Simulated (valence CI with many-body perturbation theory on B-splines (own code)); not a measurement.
# Sensitivity of CI+MBPT for C⁺

Level of theory: configuration interaction combined with many-body perturbation theory (CI+MBPT): three valence electrons over a frozen Dirac-Fock core [He], radial functions for each j: 6 s, 6 p, 5 d, 3 f, 1 g, with the one-electron correlation potential Σ1, the two-electron term Σ2, the three-electron term Σ3, Breit, model QED; selected CI, second order for the rest, scaled by the run's own slope (own B-spline code, finite nucleus).

Against 29 measured levels this calculation errs by 132 cm⁻¹ on average and by 290 at most.

The reference run has the lowest level 2s²2p ²P°_1/2 and an ionisation energy of 24.3616 eV. Its largest variational space holds 5452 state functions.

Changed runs:
A. correlating orbitals by l 3 3 3 2 1 → 5 1 1 4 1
B. screening of Σ1 on → off
C. QED terms on → off; shift of the energy in Σ1 (hartree) 0 → -0.133
D. start configuration 2s2 2p1 → 2s2 3p1 (bad on purpose)

Excitation energies of the reference run in cm⁻¹, and shifts in cm⁻¹:

```
                 Level  Reference        A        B        C
         2s²2p ²P°_3/2       63.1     +0.1        0     -0.3
          2s2p² ⁴P_1/2      42857     -357     +5.6      +10
          2s2p² ⁴P_3/2      42879     -357     +5.6      +10
          2s2p² ⁴P_5/2      42908     -357     +5.6      +10
          2s2p² ²D_5/2      75068     +229     +0.9     +9.1
          2s2p² ²D_3/2      75071     +229     +0.9     +9.1
          2s2p² ²S_1/2      96784     +414     -3.6     +7.4
          2s2p² ²P_1/2     110885     +481     -1.1      +10
          2s2p² ²P_3/2     110926     +481     -1.1      +10
          2s²3s ²S_1/2     116482      +71      -27     -9.3
         2s²3p ²P°_1/2     131623     -184      -28     -8.5
         2s²3p ²P°_3/2     131634     -184      -28     -8.6
Ionisation energy (eV)    24.3616  -0.0333  -0.0040  -0.0013
```

Run D: It gave no result: the start configuration must fill the lowest shells above the core. The program said: "3p is not the lowest shell of its kind above the core".
